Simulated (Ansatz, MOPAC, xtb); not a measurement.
Diatomic ZnCl, multiplicity 2 (the spin of the measured ground state). No spin–orbit coupling. Zn is treated without relativity.

Seven points along R, fitted to fifth degree in 1/R; most abundant isotopes. Runs in def2 and cc sets follow the lowest solution found near the PBE0 minimum.

Run with Ansatz (a first-principles code) with Gaussian orbitals; MOPAC for AM1, PM3, PM7 (differences of heats of formation); xtb for the GFN methods. Each number belongs to the level named beside it. The GFN methods have no spin term and hold the electronic entropy of 300 K.

```tsv
level	r_e (Å)	ω_e (cm⁻¹)	ω_e x_e (cm⁻¹)	B_e (cm⁻¹)	D_e (eV)	dipole (D)
AM1	2.108	409	0.74	0.168	-	-
PM3	2.101	363	-0.30	0.169	-	-
PM7	2.110	334	2.3	0.168	-	-
GFN1-xTB	2.266	260	0.52	0.145	-	-
GFN2-xTB	2.209	250	-0.036	0.153	-	-
SVWN5/def2-TZVPP	2.125	381	1.7	0.165	2.72	2.26
PBE/def2-TZVPP	2.173	355	1.7	0.158	2.27	2.46
r2SCAN/def2-TZVPP	2.146	380	1.6	0.162	2.50	2.57
B97M-V/def2-TZVPP	2.163	364	1.8	0.159	2.22	2.67
B3LYP/def2-TZVPP	2.184	354	1.7	0.156	2.02	2.77
PBE0/def2-TZVPP	2.158	375	1.6	0.160	2.34	2.72
BHLYP/def2-TZVPP	2.170	375	1.6	0.158	2.09	3.02
CAM-B3LYP/def2-TZVPP	2.157	377	1.6	0.160	2.14	2.78
wB97X-V/def2-TZVPP	2.152	385	1.4	0.161	2.35	2.81
wB97M-V/def2-TZVPP	2.156	381	1.5	0.160	2.28	2.70
B2PLYP/def2-TZVPP	2.165	372	1.6	0.159	-	-
CCSD/def2-TZVPP	2.161	384	1.4	0.160	2.09	-
CCSD(T)/def2-TZVPP	2.159	383	1.4	0.160	2.13	-
```

D_e counts from each atom's lowest state at the same level, without counterpoise or zero-point energy.

Correlated levels freeze the inner cores; with def2 sets outer-core shells near the valence are correlated too. The state reached by AM1, PM3, PM7 isn't checked; PM7 holds dispersion and hydrogen-bond terms.

Measured for the ground state: ω_e 390.5 cm-1, ω_e x_e 1.5 cm-1 [NIST CCCBDB]. D_0 2.335 ± 0.083 eV (a handbook's tabulated 298 K bond energy less 3RT/2; such tables hold older values) [Luo, bond dissociation energies, CRC Handbook].
